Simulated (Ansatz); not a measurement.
The same path of Cl3GeH + FH (7 atoms, charge 0, multiplicity 1) was run twice with different band settings. Lost on the way: Ge1–Cl2, F6–H7. Made: Ge1–F6, Cl2–H7.

Level of theory: Ansatz, RKS PBE0-D4/def2-SVP.

Relaxed end points:

```xyz
7
Properties=species:S:1:pos:R:3
Ge -0.148 0.257 -0.103
Cl -0.082 0.191 2.060
Cl 1.845 0.332 -0.839
H -0.919 1.512 -0.500
Cl -1.138 -1.489 -0.804
F 1.460 -2.347 1.267
H 1.105 -1.746 1.875
```

```xyz
7
Properties=species:S:1:pos:R:3
Ge 0.238 -0.368 -0.470
Cl 0.053 -0.051 3.273
Cl 1.845 0.299 -1.690
H -0.431 0.757 0.304
Cl -1.128 -1.514 -1.625
F 0.945 -1.485 0.667
H 0.602 -0.928 2.497
```

Common settings: movable images 7; climbing image yes; optimiser quadratic models (default); start path through a guess of the saddle point; force threshold 0.03 eV/Å; iteration limit 60; end points relaxed.

| run | spring |
| --- | --- |
| 1 | 5.0 eV/Å² |
| 2 | 50.0 eV/Å² |

Task: What does each run give, and how far can it be trusted?

Result: Run 1: converged after 7 iterations, highest image 1.012 eV above the first end. A vibrational analysis at the climbing image gives one clearly imaginary mode, 481i cm⁻¹, and a faint second one (35i cm⁻¹) that may be numerical noise or a soft torsion: probably a first-order saddle point.
Run 2: converged after 10 iterations, highest image 1.012 eV above the first end. Another band between the same ends (7 images) ends at a top of the same energy, where a vibrational analysis finds 1 clearly imaginary mode.
The orbitals stay closed-shell, which can raise the energy where a bond breaks towards radicals; this wasn't checked here.
